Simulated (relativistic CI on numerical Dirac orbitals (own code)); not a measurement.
**Energy levels of Yb⁶²⁺**

These numbers are calculated, not measured: Dirac-Coulomb-Breit CI, KLI orbitals optimised for each configuration, model QED, unscaled Slater integrals (own radial code, finite nucleus).

CI space (outside the closed core 1s2): 2s2.2p4, 2s.2p5, 2p6, 2p5.3s, 2p5.3p, 2s2.2p3.3s, 2p5.3d, 2s2.2p3.3p, 2s2.2p3.3d, 2s.2p4.3s, 2s.2p4.3p, 2s.2p4.3d, 2s2.2p3.4s, 2s2.2p3.4p, 2s2.2p3.4d, 2s2.2p3.4f. Levels of other configurations are missing.

| No. | Configuration | Term | J | E (10³ cm⁻¹) | % | Landé g |
| --- | --- | --- | --- | --- | --- | --- |
| 41 | 2s.2p4(1S)<2S>.3s | 3S | 1 | 74174.7 | 59 | 1.944 |
| 42 | 2p3(4S°).3p | 3P | 2 | 74178.3 | 30 | 1.401 |
| 43 | 2s.2p4.3s | 3P | 1 | 74193.5 | 24 | 0.990 |
| 44 | 2p3(4S°).3p | 3P | 0 | 74201.7 | 100 |  |
| 45 | 2p3(4S°).3p | 5P | 3 | 74208.8 | 54 | 1.373 |
| 46 | 2s.2p4(3P)<4P>.3p | 5P° | 2 | 74329.4 | 30 | 1.586 |
| 47 | 2s.2p4(3P)<4P>.3p | 3D° | 3 | 74340.9 | 40 | 1.317 |
| 48 | 2s.2p4(3P)<2P>.3s | 3P | 2 | 74355.8 | 40 | 1.364 |
| 49 | 2p3(2D°).3p | 1P | 1 | 74365.4 | 29 | 1.057 |
| 50 | 2p3(2D°).3p | 3F | 4 | 74379.9 | 100 | 1.224 |
| 51 | 2p3(2D°).3p | 3D | 3 | 74387.1 | 71 | 1.220 |
| 52 | 2s.2p4(1S)<2S>.3s | 1S | 0 | 74482.7 | 64 |  |
| 53 | 2p3(2D°).3p | 3P | 1 | 74681.6 | 64 | 1.370 |
| 54 | 2p3(2D°).3p | 1D | 2 | 74737.3 | 47 | 1.153 |
| 55 | 2p3(2P°).3p | 3D | 2 | 74888.1 | 38 | 1.139 |
| 56 | 2p3(2P°).3p | 3P | 1 | 74900.8 | 49 | 1.515 |
| 57 | 2s.2p4(3P)<2P>.3p | 3P° | 1 | 75109.5 | 23 | 1.270 |
| 58 | 2s.2p4(1S)<2S>.3p | 3P° | 1 | 75127.1 | 49 | 1.338 |
| 59 | 2s.2p4(3P)<2P>.3p | 3D° | 2 | 75131.7 | 20 | 1.074 |
| 60 | 2s.2p4(1S)<2S>.3p | 3P° | 0 | 75135.9 | 73 |  |
| 61 | 2p3(2D°).3d | 3D° | 1 | 75164.4 | 34 | 1.062 |
| 62 | 2p3(4S°).3d | 5D° | 0 | 75172.7 | 53 |  |
| 63 | 2p3(2D°).3d | 3F° | 2 | 75179.4 | 32 | 1.035 |
| 64 | 2p3(2D°).3d | 3G° | 3 | 75218.3 | 40 | 1.072 |
| 65 | 2p3(2D°).3d | 3G° | 4 | 75335.9 | 51 | 1.028 |
| 66 | 2p3(2D°).3d | 3F° | 3 | 75463.1 | 39 | 1.136 |
| 67 | 2p3(2D°).3d | 3P° | 2 | 75488.2 | 31 | 1.194 |
| 68 | 2p3(2D°).3d | 3P° | 1 | 75543.5 | 38 | 1.391 |
| 69 | 2p3(2P°).3d | 3F° | 2 | 75723.1 | 66 | 0.800 |
| 70 | 2p3(4S°).3d | 5D° | 4 | 75738.6 | 54 | 1.286 |
| 71 | 2p3(2D°).3d | 3D° | 3 | 75759.9 | 50 | 1.300 |
| 72 | 2p3(2P°).3d | 3D° | 1 | 75887.4 | 48 | 0.948 |
| 73 | 2p3(2D°).3d | 3F° | 4 | 75933.1 | 75 | 1.168 |
| 74 | 2p3(2D°).3d | 3G° | 5 | 75947.2 | 100 | 1.177 |
| 75 | 2p3(4S°).3d | 3D° | 1 | 75948.9 | 45 | 0.907 |
| 76 | 2p3(2D°).3d | 1S° | 0 | 76025.4 | 53 |  |
| 77 | 2p3(4S°).3d | 3D° | 2 | 76062.7 | 68 | 1.196 |
| 78 | 2p3(2D°).3d | 1P° | 1 | 76189.6 | 39 | 1.293 |
| 79 | 2p3(2D°).3d | 1F° | 3 | 76211.0 | 51 | 1.105 |
| 80 | 2p3(2D°).3d | 1D° | 2 | 76232.2 | 52 | 1.125 |
| 81 | 2p3(2P°).3d | 3P° | 2 | 76417.2 | 46 | 1.277 |
| 82 | 2p3(2P°).3d | 3F° | 3 | 76447.1 | 43 | 1.090 |
| 83 | 2s.2p4(3P)<4P>.3p | 5D° | 4 | 76809.0 | 70 | 1.399 |
| 84 | 2s.2p4(3P)<4P>.3p | 3D° | 3 | 76826.7 | 49 | 1.409 |
| 85 | 2s.2p4(3P)<4P>.3p | 3S° | 1 | 76910.5 | 38 | 1.590 |

Energies count from the lowest computed level; ° marks odd parity. Percentages are summed over parent terms; the parents shown are those of the largest component, closed shells are left out there, and <> holds an intermediate term.

The mean weight of the leading LS term, summed over parents, in these 45 levels is 50 %, and that of the leading jj configuration (from the same eigenvectors) 91 %, so jj coupling describes them better and the LS labels are nominal.

At this charge energies of transitions that change n are usually good to better than 1 %, and those within a shell (Δn = 0) to a few per cent.

LS names give the leading component of a level, which can be under half, so a name can repeat, a term be missing and a line seem to break the LS rules.
